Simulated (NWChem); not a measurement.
phosphorus nitride (PN); SMILES N#P

Results from NWChem. Each level has its own optimisation; frequencies are unscaled.

```tsv
level	basis functions	r N–P (Å)	highest harmonic frequency (cm⁻¹)	zero-point energy (kcal/mol)	dipole (D)	relative time
PBE/3-21G	22	1.571	1217	1.7	1.77	1
PBE/pcseg-1	32	1.511	1322	1.9	2.46	2
PBE/aug-pcseg-1	50	1.510	1325	1.9	2.62	4
PBE/pcseg-2	64	1.500	1339	1.9	2.68	10
PBE/def2-TZVPP	73	1.500	1339	1.9	2.66	10
```

Relative times are rough (shared machine, one core).
